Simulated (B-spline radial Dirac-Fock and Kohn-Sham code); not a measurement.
Kohn-Sham estimates against Dirac-Fock for the levels of Mn⁶⁺

System: the Mn⁶⁺ ion, 1s2 2s2 2p6 3s2 3p6 3d1.

The density-functional columns are spherical, spin-unpolarised Dirac-Kohn-Sham results without Breit or QED terms: −ε is minus the orbital energy of the initial state and ΔSCF the difference of two total energies. The reference in the last column comes from Dirac-Fock (average of configuration) total-energy differences with a finite nucleus, the Breit interaction including its frequency dependence, and self-energy and vacuum-polarisation corrections. All numbers are from an atomic code on a B-spline grid, in eV; a selection of levels is shown.

```
level  PBE −ε  PBE ΔSCF  LDA −ε  LDA ΔSCF  Dirac-Fock
   1s  6540.5    6698.0  6525.7    6682.7      6673.1
   2s   859.2     891.4   857.6     889.9       910.5
2p1/2   752.2     789.4   751.9     789.1       789.3
2p3/2   741.8     778.6   741.5     778.3       779.1
   3s   189.7     202.8   189.2     202.3       209.2
3p1/2   158.2     171.1   158.1     171.0       170.0
3p3/2   156.7     169.5   156.6     169.4       168.5
   3d   106.3     119.0   106.7     119.4       118.1
```

Problem. Order the estimates of the K (1s) level by their distance from the Dirac-Fock value, nearest first.
A. LDA ΔSCF
B. PBE ΔSCF
C. LDA −ε
D. PBE −ε

Solution. A (9.6 eV), B (24.9 eV), D (132.6 eV), C (147.4 eV).

Values without a named source are computed, but for edge energies of neutral atoms, which are taken from tables.
